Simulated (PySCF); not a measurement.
C3H6FGa, SMILES C=[CH][Ga]([CH3])[F].

Geometry optimised at ωB97X-D3(BJ)/def2-SVP. The structure was generated by enumeration; whether it is a known compound was not checked. One conformer was computed; it need not be the lowest.

The numbers are results of TDA-PBE/def2-SVPD (PySCF), not measurements.

Vertical excitations. The molecule is in vacuum.

### Question
List the lowest excited states. (An estimate is asked for; the answer gives what the named calculation found.)

### Answer

```tsv
state	energy (eV)	λ (nm)	f	main pairs
S1	4.67	265	0.000	HOMO→LUMO 99 %
S2	6.10	203	0.006	HOMO−2→LUMO 91 %
S3	6.10	203	0.083	HOMO−1→LUMO 55 %, HOMO−1→LUMO+2 21 %, HOMO→LUMO+1 18 %
S4	6.26	198	0.001	HOMO−3→LUMO 96 %
S5	6.29	197	0.239	HOMO→LUMO+1 74 %, HOMO−1→LUMO 15 %
S6	6.43	193	0.020	HOMO−1→LUMO+1 97 %
S7	6.53	190	0.008	HOMO−4→LUMO 90 %
S8	6.54	190	0.001	HOMO→LUMO+2 93 %
S9	7.13	174	0.029	HOMO→LUMO+3 96 %
S10	7.42	167	0.001	HOMO−5→LUMO 97 %
T1	4.15	299	0	HOMO−1→LUMO 94 %
T2	4.33	286	0	HOMO→LUMO 99 %
T3	5.73	216	0	HOMO→LUMO+1 98 %
T4	5.74	216	0	HOMO−2→LUMO 97 %
```
Triplets are in the Tamm–Dancoff approximation.
